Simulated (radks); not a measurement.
Species: neutral titanium. Configuration: [Ar] 3d2 4s2. Calculated with a radial shooting solver on a logarithmic mesh with Libxc functionals: scalar-relativistic Kohn-Sham, PBE, spin-polarised, spherical densities, finite nucleus; open shells are filled with parallel spins first; Fermi nuclear charge, rms radius 3.5921 fm; hard spherical wall at 3.5 bohr.

Unscreened Slater integrals over Kohn-Sham orbitals (hartree). They are taken over the spin-up orbitals. Empty in this configuration: 4p.

integral,value
"F0(4s,4s)",0.42533
"F0(4s,3d)",0.48811
"G2(4s,3d)",0.10288
"F0(4s,3p)",0.51068
"G1(4s,3p)",0.062314
"F0(4s,3s)",0.51790
"G0(4s,3s)",0.043763
"F0(4s,4p)",0.42404
"G1(4s,4p)",0.29066
"F0(3d,3d)",0.66190
"F2(3d,3d)",0.31033
"F4(3d,3d)",0.19383
"F0(3d,3p)",0.72846
"F2(3d,3p)",0.34329
"G1(3d,3p)",0.43117
"G3(3d,3p)",0.25755
"F0(3d,3s)",0.75194
"G2(3d,3s)",0.32284
"F0(3d,4p)",0.49078
"F2(3d,4p)",0.19052
"G1(3d,4p)",0.094020
"G3(3d,4p)",0.089189
"F0(3p,3p)",0.81922
"F2(3p,3p)",0.40922
"F0(3p,3s)",0.85033
"G1(3p,3s)",0.56336
"F0(3p,4p)",0.51662
"F2(3p,4p)",0.17163
"G0(3p,4p)",0.057030
"G2(3p,4p)",0.070634
"F0(3s,3s)",0.88525
"F0(3s,4p)",0.52507
"G1(3s,4p)",0.072463
"F0(4p,4p)",0.42375
"F2(4p,4p)",0.22841

Derived for the open shells (J is the average intra-shell exchange parameter used in DFT+U). 3d: Racah B = F2/49 - 5 F4/441 = 0.004136 hartree, C = 35 F4/441 = 0.01538 hartree, C/B = 3.72, F4/F2 = 0.625, J = (F2 + F4)/14 = 0.03601 hartree.
